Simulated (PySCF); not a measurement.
LiSb⁻: from constants to spectrum

CAM-B3LYP constants of LiSb⁻, ⁴Σ⁻ (quartet), unpaired electrons σ ↑, π ↑↑ (Li def2-SVPD, Sb def2-SVPD with ECP28; scalar-relativistic core potentials (PySCF 2.14); masses 7.0160 and 120.9038 u):

- ωe: 320.0 cm⁻¹
- ωexe: 2.82 cm⁻¹
- Be: 0.34228 cm⁻¹
- αe: 0.00447 cm⁻¹
- D (centrifugal): 1.57e-06 cm⁻¹

(1) Give the vibrational terms G(v) and spacings up to v = 6.

These are scalar-relativistic numbers at best; spin–orbit coupling would shift them, the dissociation energy most. The state is the lowest determinant that a PBE0 search found; another state may lie lower at other levels.

Results:

(1) G(v) = ωe(v+½) − ωexe(v+½)².

```
v  G(v) (cm⁻¹)  G(v) − G(v−1)  Bv (cm⁻¹)
0          159                    0.3400
1          474            314     0.3356
2          782            309     0.3311
3         1085            303     0.3266
4         1383            297     0.3222
5         1675            292     0.3177
6         1961            286     0.3132
```
